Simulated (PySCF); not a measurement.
Isomers C$_{5}$H$_{6}$F$_{2}$:

A. `C1C(CF)=C(F)C1`
B. `InChI=1S/C5H6F2/c6-2-1-4-3-5(4)7/h1-3H2`
C. SMILES CC1=CC(F)(F)C1

Spectrum 1. 1H NMR (400 MHz, computed): δ 5.19 (m, 2H), 2.81 (m, 2H), 2.21 (m, 2H). 13C{1H} NMR (computed): δ 159.8 (C), 122.0 (C), 77.5 (CH2), 34.4 (CH2), 20.4 (CH2).

Spectrum 2. 1H NMR (400 MHz, computed): δ 6.14 (qt, J = 2.0, 1.0 Hz, 1H), 2.93 (m, 2H), 2.08 (tq, J = 3.9, 1.9 Hz, 3H). 13C{1H} NMR (computed): δ 163.3 (C, t, J = 16.1 Hz), 137.5 (CH, t, J = 25.0 Hz), 122.0 (C, t, J = 334.8 Hz), 51.3 (CH2, t, J = 23.0 Hz), 19.1 (CH3).

Spectrum 3. 1H NMR (400 MHz, computed): δ 4.84 (dt, J = 52.4, 7.9 Hz, 2H), 2.89 (m, 2H), 1.81 (m, 2H). 13C{1H} NMR (computed): δ 153.6 (C, d, J = 511.4 Hz), 84.1 (CH2, d, J = 229.3 Hz), 79.7 (C, dd, J = 31.4, 18.6 Hz), 28.8 (CH2, dd, J = 22.9, 1.7 Hz), 22.8 (CH2, d, J = 15.5 Hz).

Method: J: B3LYP/pcJ-1 (spin–dipole term left out of most H,H and C,H couplings), GFN2-xTB structure, GIAO PBE0/pcSseg-1 shieldings, in PySCF 2.14.0 with density-fitted response routines (single conformer, no solvent model, relativity neglected, rapidly exchanging positions averaged).

δ = σ(ref) − σ, references computed at the same level: TMS for 1H and 13C. Multiplet labels drop J under 1 Hz and among equivalent protons, and merge close values. Unscaled 3J(H,H) run several per cent high. Splittings of carbon signals by F and P are missing where no couplings were computed. Where no couplings were computed, multiplicities follow the n + 1 count of equivalent neighbours, and m marks all less simple cases (inequivalent or close neighbours, rings, F or P nearby). Vicinal couplings that depend on rotamer populations or ring flexing (ring, CH–CH, X–H and H–F types) are those of the one conformer. One-bond C–F couplings are unscaled and too large by tens of Hz. Shifts are as computed. Against solution values, carbons near 30 ppm lie about +3 ppm off and those near 130 ppm about +5 ppm. Of 1309 compounds with measured shifts, 239 miss one by over three times the rms of a fit or turn the order of signals round; such compounds aren't used in these exercises. Across acyclic CH2–CH2 and CH–CH2 bonds, 3J(H,H) assumes equally populated rotamers.

Which spectrum belongs to which compound?

Results:

1–A, 2–C, 3–B.

- Spectrum 1 (A): 5 13C signals; δC 159.8 is a fully substituted alkene carbon; δC 122.0 is a fully substituted alkene carbon.
- Spectrum 2 (C): 5 13C signals; δC 163.3 is a fully substituted alkene carbon; δC 137.5 is an alkene CH.
- Spectrum 3 (B): 5 13C signals; δC 153.6 is a fully substituted alkene carbon; δC 84.1 is an sp3 CH2 bonded to F.
